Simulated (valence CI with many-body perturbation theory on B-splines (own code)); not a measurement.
**Level structure of Nd¹¹⁺**

Level of theory: configuration interaction combined with many-body perturbation theory (CI+MBPT): three valence electrons over a frozen Dirac-Fock core [Kr] 4d10, a basis of 7 s, 7 p, 7 d, 7 f, 4 g, 2 h functions for each j, with the one-electron correlation potential Σ1, the two-electron term Σ2, the three-electron term Σ3, Breit, model QED; selected CI, second order for the rest, scaled by the run's own slope (own B-spline code, finite nucleus).

No measured levels were compared; by estimate terms of the open shell hold to a few per cent of their energy, and close levels can change places; configurations with another count of f electrons can be misplaced by thousands of cm⁻¹.

Levels 46 to 90 of 200, with energies above the lowest level, 4f.5s2 2F°_5/2. "Leading %" is the weight of the configuration and term that name the level; weights of strongly mixed levels are sums over their largest components and can fall short. In the jj column 3d3/2^4 stands for four electrons in 3d with j = 3/2. Lifetimes count E1, E2, E3, M1 and M2 decay at the calculated energies, and are blank where another channel may lead or the interval is too uncertain; long ones can be off by a factor of two.

```csv
No.,Configuration,Term,J,E (cm⁻¹),Leading %,Leading jj,Second component,Lifetime
46,4f.5s.5p,2D,3/2,213750,84,4f7/2 5s 5p3/2 (95 %),10 % 4f.5s.5p 4D,4.10 ns
47,5s.5p2,4P,1/2,218730,80,5s 5p1/2^2 (69 %),9 % 4f2.5s 2S,2.00 ns
48,4f.5s.5p,2F,5/2,229830,84,4f5/2 5s 5p3/2 (86 %),8 % 4f.5s.5p 2D,61.0 ps
49,4f.5s.5p,2F,7/2,233720,85,4f7/2 5s 5p3/2 (78 %),6 % 4f.5s.5p 2G,59.1 ps
50,4f.5s.5p,2G,7/2,239320,92,4f5/2 5s 5p3/2 (76 %),,55.0 ps
51,4f.5s.5p,2G,9/2,241930,93,4f7/2 5s 5p3/2 (87 %),,53.8 ps
52,4f.5s.5p,2D,3/2,242390,91,4f5/2 5s 5p3/2 (84 %),,54.6 ps
53,5s.5p2,4P,3/2,244300,94,5s 5p1/2 5p3/2 (93 %),,2.15 ns
54,4f.5s.5p,2D,5/2,245740,88,4f7/2 5s 5p3/2 (78 %),,54.5 ps
55,5s.5p2,4P,5/2,259490,69,5s 5p1/2 5p3/2 (77 %),24 % 5s.5p2 2D,1.33 ns
56,4f3,4I°,9/2,277080,97,4f5/2^3 (60 %),,118 ns
57,4f3,4I°,11/2,279270,99,4f5/2^2 4f7/2 (86 %),,235 ns
58,4f3,4I°,13/2,281600,100,4f5/2 4f7/2^2 (81 %),,555 ns
59,4f3,4I°,15/2,284030,99,4f7/2^3 (52 %),,1.67 μs
60,5s.5p2,2D,3/2,284960,79,5s 5p1/2 5p3/2 (83 %),12 % 5s.5p2 2P,157 ps
61,4f3,4F°,3/2,293060,92,4f5/2^3 (41 %),5 % 4f3 2D°,12.4 ns
62,4f3,2H°,9/2,293270,52,4f5/2^2 4f7/2 (29 %),20 % 4f2.5p 4I°,806 ps
63,4f2.5p,4I°,9/2,294040,40,4f5/2^2 5p1/2 (66 %),19 % 4f3 2H°,368 ps
64,4f3,4F°,5/2,294300,96,4f5/2^2 4f7/2 (70 %),,15.3 ns
65,4f3,4S°,3/2,295240,93,4f5/2^2 4f7/2 (53 %),4 % 4f3 2P°,18.4 ns
66,4f3,4F°,7/2,295380,89,4f5/2^2 4f7/2 (55 %),8 % 4f3 2G°,13.1 ns
67,4f3,4F°,9/2,296750,76,4f5/2 4f7/2^2 (79 %),16 % 4f3 2H°,9.93 ns
68,4f3,2H°,11/2,297150,88,4f5/2 4f7/2^2 (60 %),,3.52 ns
69,4f2.5p,4H°,7/2,298690,54,4f5/2^2 5p1/2 (72 %),28 % 4f2.5p 2G°,246 ps
70,5s.5p2,2P,1/2,299180,72,5s 5p1/2 5p3/2 (75 %),17 % 5s.5p2 2S,40.7 ps
71,4f2.5p,4I°,11/2,299940,50,4f5/2 4f7/2 5p1/2 (90 %),26 % 4f2.5p 4H°,249 ps
72,4f3,2G°,7/2,300090,69,4f5/2^2 4f7/2 (51 %),14 % 4f3 4G°,2.86 ns
73,4f2.5p,4H°,9/2,300330,40,4f5/2 4f7/2 5p1/2 (92 %),22 % 4f2.5p 4G°,248 ps
74,4f3,4G°,5/2,300470,64,4f5/2^2 4f7/2 (26 %),27 % 4f2.5p 4G°,682 ps
75,4f3,2K°,13/2,302790,98,4f5/2^2 4f7/2 (67 %),,61.1 ns
76,4f3,2G°,9/2,303090,47,4f7/2^3 (49 %),26 % 4f3 4G°,4.70 ns
77,4f3,4G°,7/2,303150,67,4f5/2^2 4f7/2 (45 %),20 % 4f3 2G°,1.99 ns
78,4f2.5p,4G°,5/2,303520,50,4f5/2^2 5p1/2 (45 %),34 % 4f3 4G°,367 ps
79,4f2.5p,4G°,11/2,304090,40,4f7/2^2 5p1/2 (67 %),28 % 4f2.5p 2H°,280 ps
80,4f2.5p,2D°,3/2,304170,30,4f5/2^2 5p1/2 (44 %),23 % 4f2.5p 4F°,387 ps
81,5s.5p2,2D,5/2,305120,65,5s 5p3/2^2 (80 %),28 % 5s.5p2 4P,545 ps
82,4f3,4G°,9/2,305270,62,4f5/2 4f7/2^2 (47 %),29 % 4f3 2G°,5.06 ns
83,4f3,2K°,15/2,305310,96,4f5/2^2 4f7/2 (44 %),,499 ns
84,4f2.5p,4G°,7/2,305400,36,4f5/2 4f7/2 5p1/2 (72 %),15 % 4f3 4G°,286 ps
85,4f2.5p,4H°,13/2,305560,41,4f7/2^2 5p1/2 (72 %),31 % 4f2.5p 4I°,233 ps
86,4f3,2P°,3/2,306310,33,4f5/2 4f7/2^2 (31 %),30 % 4f3 2D°,729 ps
87,4f2.5p,2D°,5/2,306530,29,4f5/2 4f7/2 5p1/2 (80 %),27 % 4f2.5p 4D°,273 ps
88,4f3,4G°,11/2,306960,86,4f5/2 4f7/2^2 (41 %),5 % 4f2.5p 4G°,2.00 ns
89,4f2.5p,4G°,9/2,307910,31,4f5/2 4f7/2 5p1/2 (81 %),17 % 4f2.5p 2G°,256 ps
90,4f3,2P°,1/2,308440,96,4f5/2 4f7/2^2 (54 %),,26.4 ns
```

Names give the largest LS component (configuration and term), which can be under half, so a name can repeat, a term be missing and a line seem to break the LS rules; names also repeat where a configuration has a term twice.

Where two levels of one J and parity lie close, their mixing, g and order are uncertain.
